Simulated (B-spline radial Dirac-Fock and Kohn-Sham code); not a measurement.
Relativistic shifts of the levels of Rh¹⁷⁺

System: the Rh¹⁷⁺ ion, configuration [Ar] 3d10.

Both columns are ΔSCF binding energies of the configuration average from a B-spline atomic structure program: non-relativistic Hartree-Fock with a point nucleus, and Dirac-Fock with a finite nucleus and the Coulomb interaction alone, averaged over the two j levels with weights 2j+1.

```
shell  Hartree-Fock (eV)  Dirac-Fock (eV)  shift (eV)  shift (%)
   1s            23088.3          23752.8     +664.51      +2.88
   2s             3715.9           3877.4     +161.46      +4.35
   2p             3465.5           3512.2      +46.65      +1.35
   3s             1025.0           1059.7      +34.73      +3.39
   3p              925.0            936.6      +11.68      +1.26
   3d              743.3            740.6       -2.69      -0.36
```

Relativity binds 1s, 2s, 2p, 3s, 3p more strongly, among those listed most of all 2s in relative terms, and 3d more weakly, because the contracted s and p shells screen the nucleus better.

Values without a named source are computed, but for edge energies of neutral atoms, which are taken from tables.
